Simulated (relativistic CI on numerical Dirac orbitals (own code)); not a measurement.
Sensitivity of the levels of Pr XX to α and to the nuclear radius

These numbers are calculated, not measured: Dirac-Coulomb-Breit CI, separate exchange-only KLI orbitals for each configuration, derivatives by finite differences, unscaled Slater integrals, QED left out (own radial code, finite nucleus).

CI space (outside the closed core [Ar] 3d10 4s2): 4p6.4d4, 4p5.4d5, 4p6.4d3.4f, 4p6.4d2.5s2, 4p6.4d.4f.5s2. Double excitations out of closed p, d and f shells are left out; levels of such configurations are missing from the list, as are those of other unlisted configurations, and high levels can miss mixing partners.

With x = (α/α₀)² − 1 an excitation energy changes as ω = ω₀ + qx; K = 2q/ω₀ is the relative enhancement. Terms are leading LS components, so labels can repeat. The field-shift factor is F = δν/δ⟨r²⟩ for the transition from the lowest level.

Lowest level 4p6.4d4 5D_0.

| Level | ω₀ (cm⁻¹) | q (cm⁻¹) | K | F (GHz/fm²) |
| --- | --- | --- | --- | --- |
| 4p6.4d4 5D_1 | 18186.7 | 31800 | 3.5 | 0.403 |
| 4p6.4d4 5D_2 | 32015.1 | 47640 | 2.98 | 0.622 |
| 4p6.4d4 5D_3 | 41484.6 | 52430 | 2.53 | 0.708 |
| 4p6.4d4 5D_4 | 45252.4 | 41750 | 1.85 | 0.61 |
| 4p6.4d4 5D_0 | 64067.2 | 54530 | 1.7 | 0.816 |
| 4p6.4d4 3H_4 | 67100.7 | 56010 | 1.67 | 0.841 |
| 4p6.4d4 3G_3 | 78036.5 | 51050 | 1.31 | 0.83 |
| 4p6.4d4 3F_2 | 80606.0 | 47860 | 1.19 | 0.806 |
| 4p6.4d4 3H_5 | 82896.7 | 61290 | 1.48 | 0.956 |
| 4p6.4d4 3P_1 | 85956.5 | 64580 | 1.5 | 1 |
| 4p6.4d4 3H_6 | 89355.7 | 63390 | 1.42 | 1 |
| 4p6.4d4 3G_4 | 98258.0 | 66800 | 1.36 | 1.07 |
| 4p6.4d4 3D_2 | 101613.7 | 64610 | 1.27 | 1.06 |
| 4p6.4d4 3D_3 | 104897.7 | 59080 | 1.13 | 1.01 |
| 4p6.4d4 3F_4 | 106902.1 | 85840 | 1.61 | 1.3 |
| 4p6.4d4 3F_3 | 116857.7 | 89960 | 1.54 | 1.39 |
| 4p6.4d4 3P_2 | 121880.3 | 76630 | 1.26 | 1.27 |
| 4p6.4d4 3G_5 | 124127.1 | 97360 | 1.57 | 1.49 |
| 4p6.4d4 1I_6 | 128364.8 | 94840 | 1.48 | 1.48 |
| 4p6.4d4 3D_1 | 128888.0 | 90070 | 1.4 | 1.43 |
| 4p6.4d4 3F_4 | 141888.7 | 80490 | 1.13 | 1.38 |
| 4p6.4d4 3P_2 | 145335.4 | 84750 | 1.17 | 1.44 |
| 4p6.4d4 1S_0 | 146232.9 | 93800 | 1.28 | 1.54 |

At this charge energies of transitions that change n are usually good to better than 1 %, and those within a shell (Δn = 0) to a few per cent. Terms inside the open d or f shell come out 10 to 20 % too wide with unscaled integrals.
